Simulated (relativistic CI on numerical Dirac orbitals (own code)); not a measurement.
**Yb⁴⁺: 5p photoemission**

Computed with this model: Dirac-Coulomb-Breit CI, KLI orbitals optimised for each configuration, model QED (radiative potential, 1s self-energy scaled to tabulated hydrogen-like ionisation energies), valence Slater integrals scaled by 0.7, multiplet model of photoemission in the sudden approximation; configurations [Xe] 4f12 → [Kr] 4d10 4f12 5s2 5p5; 300 K; Lorentzian 0.42 eV and Gaussian 0.5 eV FWHM. Energies are those of the free ion, without screening or charge transfer. The energies are binding energies and can lie tens of eV above those of solids. S is read from ⟨S²⟩ = S(S + 1).

free ion: ground-state S = 0.99, centroid 80.19 eV. Peaks (eV, height): 77.4 (100), 78.7 (20), 85.3 (53).

Strongest unbroadened transitions for free ion:

```tsv
Energy (eV)	Relative strength
77.28	82.3
77.38	100.0
77.47	66.2
77.72	17.9
77.89	4.5
78.48	0.9
78.56	0.3
78.74	30.9
78.98	5.5
79.26	9.1
79.54	3.3
79.69	3.9
81.07	1.0
85.07	74.2
85.43	86.2
85.97	0.3
86.13	0.2
86.86	0.4
```
